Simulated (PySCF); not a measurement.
The numbers are results of ωB97X-D3(BJ)/def2-TZVP // PBE0-D3(BJ)/def2-SVP (PySCF), not measurements. Isolated molecules, 0 K electronic values unless said otherwise. One relaxed conformer stands for a flexible species; it need not be the lowest. Delta-SCF ions had no search for a lower state. Excitations are Tamm–Dancoff values on a coarser integration grid. The basis has no diffuse functions, so Rydberg states are missing or too high.

Reference species (SMILES): `Bc1c(S)cco1` (neutral, multiplicity 1).

```yaml
S1 oscillator strength: 0.286
S1–T1 gap (TDA): 1.68 eV
vertical ionisation energy (Delta-SCF): 8.72 eV
vertical electron affinity (Delta-SCF): 0.33 eV
```

Changed species: `Bc1ccoc1S`.

**Question.** What does the change do to the S1 oscillator strength, S1–T1 gap (TDA), vertical ionisation energy (Delta-SCF) and vertical electron affinity (Delta-SCF)?

**Answer.** the S1 oscillator strength decreases by 0.073, to 0.213; the S1–T1 gap (TDA) drops by 0.29 eV, to 1.39 eV; the vertical ionisation energy (Delta-SCF) falls by 0.30 eV, to 8.42 eV; the vertical electron affinity (Delta-SCF) falls by 0.29 eV, to 0.04 eV.
